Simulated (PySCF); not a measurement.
C₂H₆In, charge +1, singlet, at a GFN2-xTB geometry (such geometries of metal compounds can be far from the true shape) (core potentials on In). Base run: M062X/def2-SV(P) (PySCF).

The PySCF input:
```python
from pyscf import gto, scf, dft

mol = gto.Mole()
mol.atom = '''
    In    0.000000    0.000000    0.000000
    C     1.767999    0.264584   -1.433558
    H     2.412420   -0.605902   -1.305081
    H     2.270644    1.189597   -1.148548
    H     1.353102    0.319627   -2.440713
    C    -1.767999   -0.264584    1.433558
    H    -2.257624   -1.200722    1.162551
    H    -2.423557    0.595054    1.289344
    H    -1.354984   -0.297654    2.442446
'''
mol.basis = 'def2-sv(p)'
mol.ecp = {'In': 'def2-sv(p)'}
mol.charge = 1
mol.spin = 0
mol.verbose = 4
mol.build()

mf = dft.RKS(mol)
mf.xc = 'm062x'
mf.kernel()
mf.analyze()
```

Variants of this job, named by their change:

```json
[
 {"change": "base", "ΔE vs base (µEh)": "0.0", "grid points": "108960", "electrons on the grid": "37.99999", "outcome": "converged"},
 {"change": "grids.level = 0", "ΔE vs base (µEh)": "-3139", "grid points": "8704", "electrons on the grid": "37.99702", "outcome": "converged"},
 {"change": "grids.radi_method = delley", "ΔE vs base (µEh)": "-1.2", "grid points": "115104", "electrons on the grid": "37.99999", "outcome": "converged"},
 {"change": "small_rho_cutoff = 0", "ΔE vs base (µEh)": "0.0", "grid points": "108960", "electrons on the grid": "37.99999", "outcome": "converged"},
 {"change": "grids.prune = off", "ΔE vs base (µEh)": "-0.1", "grid points": "177136", "electrons on the grid": "37.99999", "outcome": "converged"},
 {"change": "grids.radi_method = mura_knowles", "ΔE vs base (µEh)": "-1.9", "grid points": "102400", "electrons on the grid": "37.99999", "outcome": "converged"},
 {"change": "grids.atom_grid = (75, 302)", "ΔE vs base (µEh)": "151", "grid points": "130560", "electrons on the grid": "37.99998", "outcome": "converged"},
 {"change": "grids.becke_scheme = stratmann", "ΔE vs base (µEh)": "0.1", "grid points": "108960", "electrons on the grid": "37.99999", "outcome": "converged"},
 {"change": "grids.atom_grid = (99, 590)", "ΔE vs base (µEh)": "-73.5", "grid points": "290720", "electrons on the grid": "38.00000", "outcome": "converged"},
 {"change": "grids.prune = dft.gen_grid.sg1_prune", "ΔE vs base (µEh)": "-", "grid points": "-", "electrons on the grid": "-", "outcome": "input refused"},
 {"change": "grids.prune = dft.gen_grid.treutler_prune", "ΔE vs base (µEh)": "27.4", "grid points": "96264", "electrons on the grid": "37.99999", "outcome": "converged"}
]
```

- grids.prune = dft.gen_grid.sg1_prune: ended with `IndexError: index 49 is out of bounds for axis 0 with size 19`
